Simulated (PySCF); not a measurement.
These compounds are isomers of formula C$_{8}$H$_{9}$ClSi.

A. SMILES C#C[C@@H](Cl)C=C=C[SiH2]C=C
B. SMILES C#CC#C[C@@H](Cl)[C@@H]1CC[SiH2]1
C. `C1=C(Cl)CC(CC#C)=C[SiH2]1`
D. `Clc1ccc([SiH]2CC2)cc1`
E. SMILES C#CC1=C(C[SiH2]Cl)C=CC1

Spectrum 1. 13C{1H} NMR (computed): δ 81.1 (C), 78.4 (CH), 77.6 (C), 73.1 (C), 61.5 (CH), 39.2 (CH), 29.1 (CH2), 4.3 (CH2).

Spectrum 2. 13C{1H} NMR (computed): δ 223.2 (C), 148.6 (CH2), 138.5 (CH), 94.0 (CH), 86.2 (C), 85.7 (CH), 85.0 (CH), 55.7 (CH).

Spectrum 3. 13C{1H} NMR (computed): δ 156.5 (C), 144.3 (CH), 142.5 (CH), 127.1 (C), 96.1 (CH), 84.1 (C), 51.1 (CH2), 23.9 (CH2).

Spectrum 4. 13C{1H} NMR (computed): δ 160.6 (C), 158.2 (C), 120.8 (CH), 120.5 (CH), 86.1 (C), 78.0 (CH), 43.9 (CH2), 35.3 (CH2).

Spectrum 5. 13C{1H} NMR (computed): δ 148.2 (C), 140.2 (CH), 135.2 (C), 134.1 (CH), -0.2 (CH2).

[PySCF 2.14.0 with density-fitted response routines: shieldings: GIAO PBE0/pcSseg-1; geometry from GFN2-xTB; no relativistic terms; one conformer; averaged over atoms made equivalent by symmetry, fast rotation or ring inversion; gas phase]

δ = σ(ref) − σ, references computed at the same level: TMS for 13C (σ = 186.93 ppm). Shifts are as computed. Against solution values, carbons near 30 ppm lie about +3 ppm off and those near 130 ppm about +5 ppm; carbons on Cl a further +6 ppm. Of 1309 compounds with measured shifts, 239 miss one by over three times the rms of a fit or turn the order of signals round; such compounds aren't used in these exercises. Carbons bonded to Cl come out too deshielded.

Q: Which spectrum belongs to which compound?

A: 1–B, 2–A, 3–E, 4–C, 5–D.

- Spectrum 1 (B): 8 13C signals; δC 81.1 is an alkyne carbon; δC 78.4 is a terminal alkyne carbon.
- Spectrum 2 (A): 8 13C signals; δC 223.2 is a central carbon of an allene; δC 148.6 is a terminal =CH2 carbon.
- Spectrum 3 (E): 8 13C signals; δC 156.5 is a fully substituted alkene carbon; δC 144.3 is an alkene CH.
- Spectrum 4 (C): 8 13C signals; δC 160.6 is a fully substituted alkene carbon; δC 158.2 is a fully substituted alkene carbon.
- Spectrum 5 (D): 5 13C signals; δC 134.1 is an aromatic CH; δC -0.2 is a three-membered-ring carbon.
